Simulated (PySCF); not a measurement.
Continuum solvent and chemical shifts

Structure with atom numbers: `[BH:1]1[NH:2][BH:3][N:4]([CH:5]2[CH2:6][CH2:7]2)[BH:8][NH:9]1`; H(Xn) means a hydrogen on atom n. Ha(C6), Ha(C7) are cis to N4 on the ring; Hb(C6), Hb(C7) are trans to N4 on the ring.

GIAO PBE0/pcSseg-1 in PySCF 2.14.0 with density-fitted response routines on one PBE0-D3(BJ)/def2-SVP conformer, non-relativistic, equivalent nuclei averaged. Solvents enter as an IEF-PCM continuum (chloroform with ε = 4.7) around the gas-phase geometry. Shifts are referred to BF3·OEt2, TMS computed in the same medium.

Gas phase, δ in ppm: B3/B8 30.5, B1 27.2, C5 34.2, C6/C7 10.8, H(N2)/H(N9) 5.61, H(B3)/H(B8) 4.98, H(B1) 4.70, H(C5) 2.81, Hb(C6)/Hb(C7) 0.76, Ha(C6)/Ha(C7) 0.49. Dipole moment 0.03 D.

Task: How does each δ change in the continuum?

Result: 
| atoms | environment | Δδ, chloroform |
| --- | --- | --- |
| B3/B8 | boron bonded to 2 N, H, in a 6-membered ring | +0.4 |
| B1 | boron bonded to 2 N, H, in a 6-membered ring | +0.5 |
| C5 | three-membered-ring carbon | +0.4 |
| C6/C7 | three-membered-ring carbon | +0.1 |
| H(N2)/H(N9) | hydrogen on a nitrogen bonded to 2 B, in a 6-membered ring | +0.39 |
| H(B3)/H(B8) | hydrogen on a boron bonded to 2 N, in a 6-membered ring | -0.07 |
| H(B1) | hydrogen on a boron bonded to 2 N, in a 6-membered ring | -0.05 |
| H(C5) | hydrogen on a three-membered-ring carbon | +0.08 |
| Hb(C6)/Hb(C7) | hydrogen on a three-membered-ring carbon | +0.07 |
| Ha(C6)/Ha(C7) | hydrogen on a three-membered-ring carbon | +0.01 |

Changes are relative to the gas phase.

Task: Which nuclei move most (in ppm), and what does the model miss?

Result: B3/B8 (boron bonded to 2 N, H, in a 6-membered ring, +0.4 ppm) and B1 (boron bonded to 2 N, H, in a 6-membered ring, +0.5 ppm) and H(N2)/H(N9) (hydrogen on a nitrogen bonded to 2 B, in a 6-membered ring, +0.39 ppm) in chloroform. A continuum only polarises the solute; specific hydrogen bonds, the anisotropy of aromatic solvents and changes of geometry or conformer are outside it.
